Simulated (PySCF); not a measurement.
**Energy of Pm+ (promethium, charge +1) between two integer charges**

The 6s alpha orbital of [Xe] 4f5 6s1 is emptied in steps (occupation f), with all orbitals relaxed, ending at [Xe] 4f5. Computed with PySCF 2.14 in def2-SVP with the def2 core potential (28 electrons), with a scalar-relativistic core potential. The exact energy is a straight line in f; departures are measured from the line between the end points of the same method.

```
   f  UHF (eV)  PBE (eV)
   1     0.000     0.000
0.75     0.006    -0.475
 0.5     0.008    -0.638
0.25     0.006    -0.479
   0     0.000     0.000
```

Task: For UHF, how does the orbital energy at f = 1 compare with the removal energy?

Result: −ε = 10.257 eV against a total-energy difference of 10.225 eV. By Janak's theorem ε = ∂E/∂f, so the gap between them reflects the curvature. Along the path −ε is 10.240 (f = 0.75), 10.224 (f = 0.5), 10.209 (f = 0.25) eV.

```
method  E(f=0) − E(f=1) (eV)  −ε at f=1 (eV)  −ε at f=0.5 (eV)
   UHF                10.225          10.257            10.224
   PBE                11.163           8.646            11.146
```

Reference removal energy between the ground levels: 10.938 ± 0.02 eV (semi-empirical (NIST evaluation); NIST Atomic Spectra Database, ionization energies). The calculation has no spin-orbit coupling. UHF lacks correlation.
